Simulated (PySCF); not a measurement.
Broadened absorption spectrum of GeH2Me(NHEt)

Compound: GeH2Me(NHEt), C3H11GeN.
Cartesian coordinates in Å at the PBE0-D3(BJ)/def2-SVP level; atoms count from 1:
```xyz
16
C3H11GeN angstrom
Ge     0.5647    1.1410    0.2908
H      0.2090    1.1194    1.8043
H      2.0943    0.9823    0.1651
C     -0.0658    2.8046   -0.5004
H      0.4334    3.6640   -0.0299
H     -1.1505    2.9190   -0.3574
H      0.1523    2.8144   -1.5777
N     -0.1673   -0.2361   -0.6803
C      0.1956   -1.6167   -0.4459
C     -0.4694   -2.2780    0.7556
H     -1.1579   -0.1247   -0.8786
H     -0.0261   -2.2086   -1.3538
H      1.2922   -1.6669   -0.3296
H     -0.2188   -1.7515    1.6903
H     -0.1532   -3.3282    0.8615
H     -1.5668   -2.2678    0.6525
```

The calculation used TDDFT B3LYP/def2-SVPD, vertical, gas phase, core orbitals frozen in the response (PySCF 2.14.0, density-fitted response routines). The B3LYP/def2-SVPD calculation is non-relativistic and has no spin–orbit coupling, an omission that weighs most on germanium.

Computed states:

```
state  E (eV)       f
   S1    5.59  0.0078
   S2    5.80  0.0070
   S3    6.15   0.037
   S4    6.55   0.041
   S5    6.85  0.0085
   S6    7.02   0.037
   S7    7.27   0.012
   S8    7.62   0.019
   S9    7.97   0.024
  S10    8.03   0.013
  S11    8.13   0.036
  S12    8.21   0.015
  S13    8.25  0.0071
  S14    8.33   0.035
  S15    8.37  0.0075
```

Each state is given a Gaussian of 0.4 eV full width at half maximum, with ε(max) = 2.175×10⁸ f / Δν̃ (Δν̃ the width in cm⁻¹). The width is an assumption, not a result. The curve ends short of the highest state used, and states not computed would add to its high-energy end.

(1) Give the broadened spectrum and its maxima.

(2) Coming from long wavelengths, where does ε first pass 100 L mol⁻¹ cm⁻¹?

(3) On this curve, what absorbance would a 10⁻⁵ mol/L sample give at 248 nm over a 1 cm path?

## Answers

(1) 
```csv
E (eV),ε (L mol⁻¹ cm⁻¹)
4.99,1
5.04,3
5.09,7
5.14,16
5.19,34
5.24,66
5.29,117
5.34,192
5.39,291
5.44,409
5.49,534
5.54,654
5.60,772
5.65,842
5.70,892
5.75,937
5.80,1006
5.85,1128
5.90,1329
5.95,1612
6.00,1951
6.05,2290
6.10,2562
6.15,2715
6.20,2743
6.25,2690
6.30,2633
6.35,2641
6.40,2740
6.45,2899
6.51,3067
6.56,3104
6.61,3020
6.66,2852
6.71,2676
6.76,2576
6.81,2600
6.86,2743
6.91,2947
6.96,3127
7.01,3205
7.06,3135
7.11,2922
7.16,2605
7.21,2245
7.26,1902
7.31,1622
7.36,1432
7.41,1341
7.47,1347
7.52,1417
7.57,1515
7.62,1626
7.67,1758
7.72,1951
7.77,2260
```

Maxima: 200 nm (6.19 eV), ε about 2700, made up of S3 (89%) and S4 (10%) (hardly more than a shoulder); 189 nm (6.55 eV), ε about 3100, made up of S4 (89%); 177 nm (7.01 eV), ε about 3200, made up of S5 (11%) and S6 (78%) (ε in L mol⁻¹ cm⁻¹; maxima over ε = 5, shares over 10%). At its high-energy end, 7.77 eV, the curve is still rising (ε about 2300, from S8, S9, S10 and S11).

(2) At about 235 nm (5.28 eV), 0.31 eV below S1.

(3) 248 nm is 4.999 eV, where ε is about 1.3 L mol⁻¹ cm⁻¹, so A = ε c l ≈ 1.3e-05 (Beer–Lambert, with the gas-phase spectrum and the assumed width).

All these states lie below the vertical ionisation energy of 8.44 eV (ΔSCF).

One conformer stands for the species.
